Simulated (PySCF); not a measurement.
## Neon: a sound run and one with changed settings

Sound run: Ne⁺ [He] 2s2 2p5, Ne²⁺ [He] 2s2 2p4. Calculation: PySCF 2.14, in pcseg-2; no relativity, point nucleus. The sound run starts from symmetry-adapted Hartree-Fock orbitals and uses a fine grid where one is needed.

Changed run: 14 angular points. This setting is unsound on purpose.

```
species  method  sound run (hartree)  changed run (hartree)  converged
    Ne⁺     UHF           -127.81101             -127.81101        yes
    Ne⁺    BP86           -128.16542             -128.16472        yes
    Ne⁺   M06-L           -128.16775             -128.17374        yes
   Ne²⁺     UHF           -126.36567             -126.36567        yes
   Ne²⁺    BP86           -126.64740             -126.64676        yes
   Ne²⁺   M06-L           -126.66187             -126.66322        yes
```

Ionisation energy of Ne⁺:

```csv
method,sound run (eV),changed run (eV)
UHF,39.330,39.330
BP86,41.307,41.306
M06-L,40.977,41.103
```

A coarse angular grid integrates products of high-l functions wrongly, so density functionals can shift, and the SCF can exploit the error; Hartree-Fock and MP2 need no grid.

For comparison, NIST gives 40.963 eV between the lowest levels.
